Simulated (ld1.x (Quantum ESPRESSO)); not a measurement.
Si: one change to a TM potential, before and after

silicon, norm-conserving Troullier–Martins (Kleinman–Bylander form), made with ld1.x (Quantum ESPRESSO) 7.5 (PBE, scalar-relativistic). Core [Ne], reference 3s1.75 3p2.25. Waves: 3p (bound): rc 1.75 bohr; 3d channel at -0.15 Ry: rc 1.50 bohr; 3s (bound): rc 1.65 bohr. Local part: the s channel. Core correction: Bessel-smoothed model core inside 1.10 bohr.

All-electron outer shells of the reference configuration (PBE, scalar-relativistic, ld1.x):

| shell | level (eV) | outermost node (bohr) | outermost maximum (bohr) |
| --- | --- | --- | --- |
| 2s | -139.93 | 0.15 | 0.45 |
| 2p | -95.98 | – | 0.39 |
| 3s | -11.01 | 0.72 | 1.77 |
| 3p | -4.23 | 0.72 | 2.14 |

Change: local potential all-electron potential smoothed inside 1.60 bohr (lloc = -1).

Cutoffs: the cutoffs (Ry, on a coarse ladder) from which the occupation-weighted sum of valence levels, in a spherical-Bessel basis at the reference potential, stays within 10 and 1 mRy of its value at 400 Ry; they do not see the model core or the augmentation charge, which bear on the density cutoff. Errors are all-electron minus pseudo energies relative to the spin-unpolarised reference configuration.

Question: Predict the effect on cutoff, ghosts and configuration errors.

Answer: The potential gets neither clearly harder nor softer (15 Ry and 40 Ry → 15 Ry and 40 Ry); of the 7 tests that both files solve, the error grows in 4 and shrinks in 0 by more than 15 % and 0.3 meV (median size 1.7 → 2.0 meV); the range in which the s phases agree narrows (upper end 4.3 → 2.2); neither file shows a bound ghost.

```csv
quantity,base,changed
"cutoff, loose",15 Ry,15 Ry
"cutoff, tight",40 Ry,40 Ry
bound ghosts,none,none
"error for 3s2 3p2, meV [ΔE -1.69 eV]",0.0,+0.1
"error for 3s2 3p1, meV [ΔE 6.05 eV]",+1.7,+2.0
"error for 3s2 3p0, meV [ΔE 22.04 eV]",+13,+18
"error for 3s0 3p4, meV [ΔE 12.09 eV]",-1.5,-1.8
"error for 3s1 3p0, meV [ΔE 56.02 eV]",+47,+63
"error for 3s1 3p2, meV [ΔE 13.48 eV]",+5.0,+5.4
"error for 3s2 3p2.3, meV [ΔE -2.62 eV]",+0.4,+0.4
s: phases at 1.90 bohr within 0.05 rad from the reference energy up to (Ry; the scan ends near 5),4.3,2.2
p: phases at 1.90 bohr within 0.05 rad from the reference energy up to (Ry; the scan ends near 5),3.6,3.7
d: phases at 1.90 bohr within 0.05 rad from the reference energy up to (Ry; the scan ends near 5),to the end of the scan,to the end of the scan
```
